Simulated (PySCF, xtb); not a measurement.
C3H9ClSi, SMILES Cl[C@@H](C)C[SiH3].

GFN2-xTB (xtb) at its own geometry gives an orbital gap of 5.64 eV and a dipole moment of 2.34 D.

Geometry: B3LYP-D3(BJ)/def2-SVP. The structure was generated by enumeration; whether it is a known compound was not checked. One conformer was computed; it need not be the lowest.

Q: What does M06-2X/def2-TZVP in PySCF give? (Estimate from the structure and the level; the computed values follow.)

A: gap 10.60 eV (levels -9.50 and 1.10 eV), dipole 1.79 D.
